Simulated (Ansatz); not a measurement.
(Cl)3Ti-S-SiH3 (TiSiH₃SCl₃). Charge 0, multiplicity 3. Geometry PBE-D4/def2-SVP, that of the neutral singlet; atoms count from 1.

```xyz
9

Ti   -0.845    0.351   -1.331
Cl    0.045   -1.300   -2.452
Cl   -2.366   -0.418    0.042
Cl   -1.638    1.870   -2.667
S     0.733    1.378   -0.095
Si    0.964   -0.216    1.382
H     2.383   -0.127    1.862
H     0.002    0.018    2.509
H     0.722   -1.555    0.750
```

At PBE0-D4/def2-TZVP a singlet of charge 0 lies 2.68 eV below the triplet at the same geometry.

Q: Estimate the Mulliken populations from the PBE0/def2-TZVP orbitals of Ansatz.

A: 
| atom | charge (e) | spin (α − β) | d electrons |
| --- | --- | --- | --- |
| Ti1 | 0.87 | 0.91 | 2.48 |
| Cl2 | -0.35 | 0.07 | – |
| Cl3 | -0.36 | 0.08 | – |
| Cl4 | -0.36 | 0.03 | – |
| S5 | -0.08 | 0.85 | – |
| Si6 | 0.15 | -0.01 | – |
| H7 | 0.02 | 0.02 | – |
| H8 | 0.05 | 0.04 | – |
| H9 | 0.06 | 0.01 | – |
Mulliken values depend strongly on the basis.

Q: Where does the spin sit?

A: Summed by element: Ti 0.91, Cl 0.18, S 0.85, Si -0.01, H 0.07, of 2 unpaired in all. Largest on single atoms: Ti1 0.91, S5 0.85, Cl3 0.08.

Q: And the Mayer bond orders between heavy atoms (over 0.3)?

A: Ti1–Cl2 1.04 (2.19 Å); Ti1–Cl3 1.01 (2.19 Å); Ti1–Cl4 1.10 (2.17 Å); Ti1–S5 0.66 (2.25 Å); S5–Si6 0.98 (2.18 Å).
